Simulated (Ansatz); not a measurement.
Calculated with Ansatz (gas phase, PBE0-D4/def2-TZVP geometries, no zero-point term in ΔE). CCSD(T)/CBS is the MP2 limit (def2-TZVPP, def2-QZVPP) plus CCSD(T) − MP2 in def2-TZVPP, frozen cores. Functionals use def2-TZVPP. B3LYP here is the variant with VWN-RPA as its local correlation; programs differ in this. For Ge outer-core shells are correlated without core-valence functions, which leaves a few kJ/mol of doubt a bond. Scalar relativity is left out up to krypton. One conformer a species, not always the lowest.

Consider the isomerisation: `C[CH2][Ge][F]` → `F/C=[CH]/[GeH3]`.

```json
{"level": "PBE-D4", "ΔE (kJ/mol)": "166.1", "difference from CCSD(T)/CBS": "-0.4"}
{"level": "r2SCAN-D4", "ΔE (kJ/mol)": "155.6", "difference from CCSD(T)/CBS": "-10.9"}
{"level": "B3LYP-D4", "ΔE (kJ/mol)": "171.5", "difference from CCSD(T)/CBS": "5.0"}
{"level": "ωB97X-V", "ΔE (kJ/mol)": "161.1", "difference from CCSD(T)/CBS": "-5.4"}
{"level": "ωB97M-V", "ΔE (kJ/mol)": "169.8", "difference from CCSD(T)/CBS": "3.3"}
{"level": "B2PLYP", "ΔE (kJ/mol)": "165.2", "difference from CCSD(T)/CBS": "-1.3"}
{"level": "PBE", "ΔE (kJ/mol)": "164.8", "difference from CCSD(T)/CBS": "-1.7"}
{"level": "r2SCAN", "ΔE (kJ/mol)": "155.3", "difference from CCSD(T)/CBS": "-11.2"}
{"level": "PBE0", "ΔE (kJ/mol)": "161.4", "difference from CCSD(T)/CBS": "-5.1"}
{"level": "B3LYP", "ΔE (kJ/mol)": "169.3", "difference from CCSD(T)/CBS": "2.8"}
{"level": "SCS-MP2/def2-TZVPP", "ΔE (kJ/mol)": "156.7", "difference from CCSD(T)/CBS": "-9.8"}
{"level": "CCSD/def2-TZVPP", "ΔE (kJ/mol)": "153.1", "difference from CCSD(T)/CBS": "-13.4"}
{"level": "CCSD(T)/def2-TZVPP", "ΔE (kJ/mol)": "150.5", "difference from CCSD(T)/CBS": "-16.0"}
{"level": "MP2/def2-QZVPP", "ΔE (kJ/mol)": "167.9", "difference from CCSD(T)/CBS": "1.4"}
{"level": "HF/CBS(def2)", "ΔE (kJ/mol)": "151.7", "difference from CCSD(T)/CBS": "-14.8"}
{"level": "CCSD/CBS(def2)", "ΔE (kJ/mol)": "169.2", "difference from CCSD(T)/CBS": "2.7"}
{"level": "CCSD(T)/CBS", "ΔE (kJ/mol)": "166.5", "difference from CCSD(T)/CBS": "0"}
```

Largest T1 diagnostic among the species: 0.013.

From PBE to PBE0 (25 % exact exchange), in def2-TZVPP and without D4, ΔE moves by −3.4 kJ/mol.
